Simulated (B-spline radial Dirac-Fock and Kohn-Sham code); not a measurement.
Radiative decay of the M5 hole in Yb

System: the free ytterbium atom, [Xe] 4f14 6s2.

Input of the calculation (task.json; shells as n, l, electrons):

```json
{"items": [{
  "Z": 70,
  "q": 0,
  "cfg": [[1, 0, 2], [2, 0, 2], [2, 1, 6], [3, 0, 2], [3, 1, 6], [3, 2, 10], [4, 0, 2], [4, 1, 6], [4, 2, 10], [4, 3, 14], [5, 0, 2], [5, 1, 6], [6, 0, 2]],
  "A": 174,
  "rrms": 5.3108,
  "do": ["binding", "quiet", "decay"],
  "holes": ["K", "L1", "L2", "L3", "M1", "M2", "M3", "M4", "M5", "N1", "N2", "N3", "N4", "N5", "N6", "N7"]
}]}
```

Launch: `python xray_run.py task.json out`

Calculated with a B-spline atomic structure program, using a relativistic independent-particle model: LDA orbitals of the hole state, radiative multipoles to third order, Auger rates from the Coulomb interaction with a continuum orbital, Dirac-Fock energies.

| line | multipole | energy (eV) | rate (s⁻¹) | share (%) |
| --- | --- | --- | --- | --- |
| Mζ1 | E1 | 1176.8 | 1.48e+12 | 4.50 |
| M5-O3 | E1 | 1497.4 | 1.86e+11 | 0.566 |
| Mα2 | E1 | 1521.3 | 1.53e+12 | 4.66 |
| Mα1 | E1 | 1522.5 | 2.97e+13 | 90.3 |

The listed lines hold 100.0 % of the radiative rate. The radiative width is 0.0217 eV in the length form and 0.0219 eV in the velocity form; the two differ because the transition energies are not eigenvalue differences of the potential that gave the orbitals.
